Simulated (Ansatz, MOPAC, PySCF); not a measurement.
Noncovalent pair: SiH4 (SMILES [SiH4]) (first 5 atoms) with C3H4 (SMILES C=C=C); geometry from B3LYP-D3(BJ)/def2-TZVP, rigid monomers moved along the line of their centres of mass till Si1···C6 is 5.01 Å.
(charge 0, multiplicity 1):
| atom | x (Å) | y (Å) | z (Å) |
|---|---|---|---|
| Si | -0.1806 | -0.0308 | 0.1096 |
| H | -0.6413 | -1.4251 | 0.2873 |
| H | -1.0414 | 0.8864 | 0.8881 |
| H | -0.2671 | 0.3286 | -1.3262 |
| H | 1.2230 | 0.0972 | 0.5575 |
| C | 0.2203 | -1.2403 | 4.9568 |
| C | 0.2549 | 0.0404 | 5.1793 |
| C | 0.2875 | 1.3225 | 5.3886 |
| H | 1.1034 | -1.7789 | 4.6330 |
| H | -0.6921 | -1.8104 | 5.0874 |
| H | 0.5289 | 1.7292 | 6.3637 |
| H | 0.0731 | 2.0247 | 4.5911 |

Monomers are frozen at their geometry in the pair; levels with a basis set take the counterpoise correction. Rows marked so take none.

Frozen-core correlation. Rows in 3-21G, 6-311+G**, 6-31G*, STO-3G carry no dispersion term and start afresh at each structure (6-31G* with six Cartesian d functions). The state reached by AM1, PM7 isn't checked; PM7 holds dispersion and hydrogen-bond terms.

The values were computed with Ansatz (a quantum-chemistry and plane-wave program) with Gaussian orbitals; MOPAC for AM1, PM7 (differences of heats of formation); PySCF for 3-21G rows, 6-311+G** rows, 6-31G* rows, STO-3G rows, the dispersion terms. 

Other levels give for the interaction energy: PBE/def2-TZVPPD -0.22; B3LYP/def2-TZVPPD 0.05; B3LYP-D3(BJ)/def2-TZVPPD -0.45; wB97M-V/def2-TZVPPD -0.46; CCSD(T)/aug-cc-pV(D+d)Z -0.44 kcal/mol.

Q: What do these common cheap choices give for the same quantity: AM1, PM7, HF/STO-3G (no counterpoise), HF/3-21G (no counterpoise), BP86/6-31G* (no counterpoise), B3LYP/6-31G* (no counterpoise), B3LYP/6-311+G** (no counterpoise), M06-2X/6-31G* (no counterpoise)?

A: AM1 -0.02; PM7 -0.33; HF/STO-3G (no counterpoise) -0.03; HF/3-21G (no counterpoise) -0.35; BP86/6-31G* (no counterpoise) -0.13; B3LYP/6-31G* (no counterpoise) -0.30; B3LYP/6-311+G** (no counterpoise) 0.03; M06-2X/6-31G* (no counterpoise) -0.54 kcal/mol. They span -0.54 to 0.03 kcal/mol.
